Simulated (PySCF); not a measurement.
## How methods differ on the excitation energy of S²⁺

S²⁺ [Ne] 3s2 3p2 (3P) → S²⁺ [Ne] 3s1 3p3 (5S), as a difference of total energies. Computed with PySCF 2.14 in aug-cc-pV(Q+d)Z with one added diffuse shell each of s, p, d, f, g type (8s7p6d4f3g, 114 functions), with no relativity, point nucleus. Correlated levels: valence: [Ne] frozen. The calculations carry no spin-orbit coupling.

| method | excitation energy (eV) |
| --- | --- |
| UHF | 5.261 |
| LDA | 7.332 |
| PBE | 7.213 |
| PBE0 | 6.965 |
| r2SCAN | 6.228 |
| B2PLYP | 7.346 |
| wB97M-V | 7.485 |
| MP2 (valence) | 6.530 |
| SCS-MP2 (valence) | 7.118 |

Problem. How much does correlation contribute at MP2 (valence)?

Solution. 6.530 − (5.261) = 1.269 eV, measured against UHF.

A first-order spin-orbit estimate (lowest level to lowest level, LS coupling) adds 0.061 eV.
